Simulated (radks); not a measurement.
Task: Isoelectronic series with 5 electrons, all held in the configuration [He] 2s2 2p1, which need not be the ground one along the series. All-electron calculation, non-relativistic Kohn-Sham, PBE, spin-polarised, spherical densities, point nucleus; open shells are filled with parallel spins first. Program: a radial shooting solver on a logarithmic mesh with Libxc functionals. Total energies (hartree) and orbital eigenvalues (hartree) (* marks an orbital that is empty in some or all of the ions):

| ion | E (hartree) | 2p down* | 2p up | 2s down | 2s up | 1s down |
|---|---|---|---|---|---|---|
| B | -24.60538 | -0.10826 | -0.14777 | -0.31976 | -0.36391 | -6.62291 |
| N2+ | -52.88229 | -1.32971 | -1.41606 | -1.75613 | -1.84217 | -15.54617 |
| F4+ | -92.17827 | -3.57435 | -3.70724 | -4.21352 | -4.33839 | -28.50024 |
| P10+ | -276.09271 | -16.33757 | -16.61034 | -17.60833 | -17.84651 | -91.40310 |
| Cl12+ | -359.40052 | -22.59526 | -22.91469 | -24.07548 | -24.35111 | -120.3753 |
| K14+ | -453.70895 | -29.85364 | -30.21974 | -31.54303 | -31.85605 | -153.3486 |
| Sc16+ | -559.01782 | -38.11249 | -38.52526 | -40.01086 | -40.36122 | -190.3225 |
| V18+ | -675.32699 | -47.37168 | -47.83112 | -49.47886 | -49.86654 | -231.2968 |

Estimate the row of Al8+.

Result: E (hartree) -203.78586; 2p down* -11.08093; 2p up -11.30706; 2s down -12.14184; 2s up -12.34248; 1s down -66.43235.
